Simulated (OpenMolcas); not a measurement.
An atom or ion with 14 electrons was computed by SS-RASPT2, IPEA 0.25 Eh, imaginary shift 0.1 Eh with spin-orbit coupling (OpenMolcas, ANO-RCC-VTZP, DKH2). The lowest levels that the run gave, each within 12 % of the measured value where one is at hand:

| J | Parity | E (cm-1) | g |
| --- | --- | --- | --- |
| 0 | even | 0.0 |  |
| 1 | even | 263 | 1.501 |
| 2 | even | 744 | 1.501 |
| 2 | even | 11720 | 1.000 |
| 0 | even | 27930 |  |
| 2 | odd | 56650 | 2.002 |
| 1 | odd | 83590 | 0.499 |
| 2 | odd | 83610 | 1.167 |
| 3 | odd | 83640 | 1.334 |
| 2 | odd | 98800 | 1.500 |
| 1 | odd | 98830 | 1.501 |
| 0 | odd | 98830 |  |

Which ion is it, and what are the configurations and terms?

S2+ (Z = 16, charge +2; active space 4 electrons in 9 orbitals (RAS2 3s 3p; RAS3 3d, at most 2 electrons)). J, parity and g give the terms where levels are pure, and mixed ones are named by the computed weights; the size of the splittings, set against known spectra of the 14-electron sequence, gives the charge. In order, with the measured energies in cm-1 (NIST levels in Podobedova, Kelleher and Wiese, J. Phys. Chem. Ref. Data 38, 171 (2009)): 3s2 3p2 3P0, 3s2 3p2 3P1 (299), 3s2 3p2 3P2 (833), 3s2 3p2 1D2 (11323), 3s2 3p2 1S0 (27161), 3s 3p3 5S* 2 (58672), 3s 3p3 3D* 1 (84019), 3s 3p3 3D* 2 (84047), 3s 3p3 3D* 3 (84099), 3s 3p3 3P* 2 (98745), 3s 3p3 3P* 1 (98766), 3s 3p3 3P* 0 (98772).

CASPT2 breaks the degeneracy within a term, and the mean is taken; among the terms shown or strongly mixed into the levels shown the widest spread is 14 cm-1 (3s2 3p2 1D). The run also gave levels led by 3s 3p2 3d, 3s2 3p 3d, which use shells meant for correlation; these and all levels above them are left out. Some terms mix strongly with configurations of 3d, whose occupation reaches 0.21 (3s 3p3 3D*, 3s 3p3 3P*). Measured partners are found by configuration, term and J. A level has none where our copy of the source lacks it or the pairing is in doubt (some pairs that miss far off the trend of their configuration count as doubtful), and it then counts in no deviation. Only configurations of the active space appear.

* marks odd parity.
